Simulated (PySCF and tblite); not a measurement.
The numbers below are computed, except where a source is named.
System: C₅H₁₁NSe, numbered as in [CH3:1][CH2:2][N:3]([CH3:4])[C:5]([CH3:6])=[Se:7].

For the rotation about the C2–N3 bond (torsion C1–C2–N3–C4 from -84° to 84°, rising): electronic barrier 3.30 kcal/mol, zero-point change 0.06 kcal/mol, thermal and entropy terms at 298.15 K a further 0.60 kcal/mol (symmetry numbers apart). The minimum is C1, the saddle C1. Level: PBE0/pcSseg-1 + D3(BJ) on GFN2-xTB stationary points, with GFN2-xTB thermal terms. Rate constants are transition-state-theory values, counting equivalent paths, without tunnelling. Programs: tblite and PySCF.

Problem. How many equivalent paths lead out of the minimum?

Solution. 2: the symmetry number of the minimum is 1, that of the saddle displaced along its mode 1, and since the end is the start again or its mirror image, the same path run backwards is a second way out.

Problem. Work out the rate at 298.15 K.

Solution. ΔG‡ = 3.96 kcal/mol; k_B T/h = 6.2×10¹² s⁻¹; exp(−ΔG‡/RT) = 0.0013; times 2 gives k = 1.6×10¹⁰ s⁻¹. Wigner's tunnelling factor for the 53i cm⁻¹ mode would be 1.00.

Spin–orbit effects of heavy atoms on shieldings are missing.
